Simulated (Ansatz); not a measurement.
`[F][Ge]([F])([Cl])[Br]` and `C#[C][Ge]([F])([F])[Cl]` differ in one atom or group.

Ansatz, PBE0-D4/def2-TZVP geometries, multiplicity 1. 

Scalar relativity is left out up to krypton.

```json
{"property": "HOMO energy (B3LYP/def2-TZVPP) / eV", "`[F][Ge]([F])([Cl])[Br]`": "-9.28"}
{"property": "size of the dipole moment (ωB97M-V/def2-TZVPP) / D", "`[F][Ge]([F])([Cl])[Br]`": "1.45"}
{"property": "HOMO–LUMO gap (PBE0/def2-TZVPP) / eV", "`[F][Ge]([F])([Cl])[Br]`": "7.44"}
{"property": "LUMO energy (PBE0/def2-TZVPP) / eV", "`[F][Ge]([F])([Cl])[Br]`": "-2.13"}
{"property": "HOMO energy (PBE0/def2-TZVPP) / eV", "`[F][Ge]([F])([Cl])[Br]`": "-9.57"}
{"property": "HOMO energy (PBE/def2-TZVPP) / eV", "`[F][Ge]([F])([Cl])[Br]`": "-8.18"}
```

Q: What does the change do to each property? (Estimate.)

A: Computed: 
```csv
property,`C#[C][Ge]([F])([F])[Cl]`,shift
HOMO energy (B3LYP/def2-TZVPP) / eV,-9.13,0.15
size of the dipole moment (ωB97M-V/def2-TZVPP) / D,3.07,1.62
HOMO–LUMO gap (PBE0/def2-TZVPP) / eV,8.30,0.86
LUMO energy (PBE0/def2-TZVPP) / eV,-1.10,1.03
HOMO energy (PBE0/def2-TZVPP) / eV,-9.40,0.17
HOMO energy (PBE/def2-TZVPP) / eV,-8.10,0.08
```

With PBE0 the HOMO rises by 0.17 eV and the LUMO rises by 1.03 eV, so the gap widens by about 0.86 eV. PBE moves the HOMO by 0.08 eV and ωB97M-V by 0.12 eV. The zero-point energy changes by 47.6 kJ/mol with +6 modes. Dipoles are sizes alone; their direction can turn.

B3LYP here is the variant with VWN-RPA as its local correlation; programs differ in this.

Spin–orbit coupling is left out; it splits and shifts lone-pair levels of the heavy atoms by tenths of an eV.
